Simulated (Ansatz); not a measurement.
Cartesian coordinates in Å:
```
O -1.7824 0.4800 0.8559
Si -1.1257 -0.3548 -0.3916
O -1.0375 -1.8957 0.1813
N 0.3805 0.3157 -0.8071
Ge 1.7134 0.8209 0.3637
H -2.2847 -0.0363 1.4884
H -1.9695 -0.3003 -1.6115
H -0.5920 -2.5416 -0.3677
H 0.4678 0.6798 -1.7435
H 3.0738 0.4730 -0.2676
H 1.6611 2.3337 0.6444
H 1.4953 0.0256 1.6553
```

Charge 0, multiplicity 1.

Question: List the B3LYP/def2-TZVPP orbital energies in eV (the Gaussian-basis code of Ansatz). (Estimate.)

Answer: The calculation gave: Occupied: -10850.33, -1799.63, -1354.68, -1205.59, -1205.58, -1205.58, -520.43, -520.34, -388.94, -169.25, -143.97, -119.51, -119.49, -119.47, -99.33, -99.30, -99.29, -33.13, -33.07, -33.05, -32.99, -32.99, -27.67, -27.00, -22.73, -15.62, -15.18, -14.19, -12.71, -11.84, -10.27, -10.18, -9.91, -9.62, -9.31, -8.98, -8.47, -7.29. Lowest empty: 0.17, 0.64, 0.96, 1.21, 1.51, 1.71, 1.91, 2.53.

B3LYP here is the variant with VWN-RPA as its local correlation; programs differ in this.
